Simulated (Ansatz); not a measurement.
Ideal-gas functions of `[O]=[Nb]([OH])([F])[F]` at 800 K and 1 bar, from an Ansatz frequency run at PBE0-D4/def2-TZVP.

Molar mass 163.91 g/mol, point group Cs (symmetry number 1), electronic degeneracy 1, moments of inertia 150.611, 154.139, 177.291 u Å². Harmonic wavenumbers (cm⁻¹, unscaled): 176, 189, 209, 254, 256, 425, 549, 692, 711, 760, 1060, 3913.

Use S(trans) = R[1.5 ln M + 2.5 ln T − 1.1517]; rotational temperatures θ = 24.2544 K / I; S(rot) = R[ln(√π/σ · √(T³/θAθBθC)) + 1.5]; for each mode x = 1.438777 ν̃/T, S = R[x/(eˣ − 1) − ln(1 − e⁻ˣ)] and H = RT x/(eˣ − 1); 1 cm⁻¹ = 0.0119627 kJ/mol; R = 8.31446 J/(mol·K).

By hand: the entropy, in J/(mol·K).

Translation 193.0. Rotation: θ = 0.161, 0.1574, 0.1368 K, giving 124.1. Vibration, mode by mode: 17.91, 17.33, 16.50, 14.90, 14.84, 10.75, 8.75, 7.01, 6.81, 6.33, 4.10, 0.06, in all 125.3. Electronic 0.0. Sum 442.4 J/(mol·K).

By hand: H − E and G − E in kJ/mol, counted from the electronic energy.

Zero-point energy ½ × 9194 × 0.0119627 = 55.0; thermal vibration 47.5; translation, rotation and pV give 4 RT = 26.6. H − E = 129.1 kJ/mol, and G − E = 129.1 − 800 × 442.4/1000 = -224.8 kJ/mol.

Vibration gives 28 % of the entropy. The sum counts one conformer and one mirror image; others add a mixing term.
